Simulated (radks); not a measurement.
Values are calculated unless marked as measured or tabulated.
Valence configurations of Be I (all share [He]). Code: a radial shooting solver on a logarithmic mesh with Libxc functionals. Model: non-relativistic Kohn-Sham, r2SCAN, spin-polarised, spherical densities, point nucleus; open shells are filled with parallel spins first; meta-GGA in the generalised Kohn-Sham scheme. Energies are relative to 2s2; eigenvalues in eV for spin up.

| valence | E (eV) | moment (Bohr magnetons) | e(2p) | e(2s) |
|---|---|---|---|---|
| 2s2 | 0.000 | 0 | - | -5.746 |
| 2s1 2p1 | 2.381 | 2 | -3.026 | -7.217 |
| 2s1.5 2p0.5 | 1.612 | 1 | -2.584 | -6.730 |
| 2p2 | 6.528 | 2 | -3.460 | - |

NIST lists [He] 2s2 as the ground configuration; this level of theory agrees among the configurations tried. The energies are those of spherical high-spin densities, not of single terms.
